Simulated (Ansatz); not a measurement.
Relaxation of ClGeH6OSbSi (11 atoms, charge 0, multiplicity 1), to a largest force component of 0.015 eV/Å in at most 40 steps.

Level of theory: Ansatz, RKS B3LYP-D4/def2-SVP.

```xyz
11
Properties=species:S:1:pos:R:3
O -0.018 0.811 1.891
Si 1.126 1.159 0.686
Sb 1.416 -0.886 -0.758
Ge -1.034 -1.090 -1.149
Cl -1.813 0.644 -2.222
H -0.928 1.016 1.411
H 0.737 2.291 -0.156
H 2.439 1.510 1.341
H 1.383 -1.935 0.699
H -1.396 -2.370 -1.962
H -1.847 -1.206 0.239
```

Question: Where does it end, and by what steps?

Answer: It converged. After 14 steps the energy has fallen by 0.684 eV; Cl5 moved furthest, 0.99 Å.

```tsv
step	energy less start (eV)	largest force component (eV/Å)	accepted
0	0.0000	2.481	yes
1	-0.3919	1.329	yes
2	-0.4534	0.951	yes
3	-0.4900	0.553	yes
4	-0.5131	0.659	yes
5	-0.5406	0.625	yes
6	-0.5739	0.247	yes
7	-0.6148	0.342	yes
8	-0.6489	0.481	yes
9	-0.6640	0.496	yes
10	-0.6761	0.290	yes
11	-0.6824	0.089	yes
12	-0.6835	0.035	yes
13	-0.6837	0.021	yes
14	-0.6838	0.007	yes
```

```xyz
11
Properties=species:S:1:pos:R:3
O -0.321 1.222 1.419
Si 1.145 1.216 0.629
Sb 1.556 -0.940 -0.816
Ge -1.064 -1.302 -0.945
Cl -2.008 0.694 -1.253
H -1.093 1.301 0.834
H 1.300 2.378 -0.296
H 2.203 1.254 1.672
H 1.599 -1.908 0.611
H -1.532 -2.116 -2.171
H -1.720 -1.855 0.336
```

Whether the end is a true minimum wasn't checked by a vibrational analysis.

Run time: 110 s on 2 threads of Arm Neoverse V2 (shared host), peak memory 0.43 GiB.
